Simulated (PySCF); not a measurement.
Molecule: sum formula H₆Si₂OF (charge +1, singlet). It need not be the lowest isomer of its formula. 
Structure (B3LYP-D3(BJ)/def2-TZVP (Ansatz) minimum search):
```
O
H 1 0.9718
Si 1 1.7759 2 115.43
F 3 1.5723 1 103.13 2 -103.49
H 3 1.4592 4 111.67 1 110.56
H 3 1.4612 5 120.44 4 -136.24
Si 1 1.8126 2 115.88 3 -171.10
H 7 1.4656 1 103.62 2 58.36
H 7 1.4657 8 115.51 1 112.02
H 7 1.4659 8 115.84 9 140.23
```
Charge +1, spin multiplicity 1.

Dispersion corrections to the total energy (kcal/mol) from the dftd3 and dftd4 libraries through PySCF: D3(BJ) without and D4 with the three-body term, each with the damping fitted for the functional named.

| functional | D3(BJ) | D4 |
|---|---|---|
| HF | -35.18 | -13.43 |
| HSE06 | [?] | -3.03 |
| LC-wPBE | -4.46 | -4.30 |
| PW6B95 | [?] | -3.24 |
| revPBE | -11.06 | [?] |
| B3LYP | -8.13 | -6.23 |
| B2GP-PLYP | -3.47 | -1.62 |

### Question
Fill in the missing entries.

### Answer

- HSE06, D3(BJ): -3.18
- PW6B95, D3(BJ): -2.54
- revPBE, D4: -11.40
